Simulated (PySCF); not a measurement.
## Calculated NMR data

[PySCF: GIAO PBE0/pcSseg-1 shieldings; PBE0-D3(BJ)/def2-SVP geometry; relativity neglected; in vacuum; single conformer; one averaged value for each set of equivalent atoms]

Shifts are taken against calculated references (same method and geometry level): 1H (31.27 ppm) and 13C (184.41 ppm) against TMS. Splittings of carbon signals by F and P are missing where no couplings were computed. Where no couplings were computed, multiplicities follow the n + 1 count of equivalent neighbours, and m marks all less simple cases (inequivalent or close neighbours, rings, F or P nearby). Shifts are as computed. Against solution values, carbons near 30 ppm lie about +2 ppm off and those near 130 ppm about +5 ppm (rms about the fit 1.9 ppm; single classes can miss by 10 ppm). Of 1328 compounds with measured shifts, 309 miss one by over three times the rms of a fit or turn the order of signals round; such compounds aren't used in these exercises. Signals without a measured value on file couldn't be tested in this way; 1H shifts scatter by 0.2 ppm about their fit, and single ones miss by 0.5 ppm.

Compound 1 (C8H11P). 1H NMR (600 MHz, computed): δ 8.59 (m, 1H), 7.79 (m, 1H), 7.41 (m, 1H), 2.83 (m, 2H), 2.51 (s, 3H), 1.22 (t, 3H). 13C{1H} NMR (computed): δ 184.5, 164.1, 145.7, 139.6, 136.2, 36.0, 26.7, 23.9. Structure: `CCc1ccc(C)cp1`.

Compound 2 (C8H11P). 1H NMR (600 MHz, computed): δ 8.79 (m, 1H), 7.77 (m, 1H), 7.68 (m, 1H), 2.78 (m, 3H), 2.57 (q, 2H), 1.17 (t, 3H). 13C{1H} NMR (computed): δ 179.5, 164.8, 151.9, 140.9, 137.3, 35.8, 26.7, 21.2. Structure: SMILES CCc1ccpc(C)c1.
